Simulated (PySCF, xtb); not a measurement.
disilazane cation (H₇NSi₂), SMILES [SiH3]N[SiH3] (connectivity only; charge and spin as stated), charge +1, multiplicity 2.

Harmonic wavenumbers (cm⁻¹) from GFN2-xTB (xtb 6.7.1) at its own minimum, in rising order: 57, 98, 213, 391, 487, 496, 506, 516, 613, 615, 642, 662, 675, 710, 737, 886, 1141, 2082, 2084, 2131, 2152, 2368, 2379, 3383.

What does PySCF with ωB97X-D3(BJ)/def2-SVP give at its own minimum? (An estimate is asked for; the answer gives what the named calculation found.)

46, 51, 184, 458, 464, 544, 604, 703, 748, 760, 897, 903, 910, 916, 931, 945, 1151, 2278, 2279, 2330, 2330, 2351, 2354, 3486. Paired by order, the mean absolute difference is 121 cm⁻¹ and the zero-point energies are 37.2 and 40.9 kcal/mol.
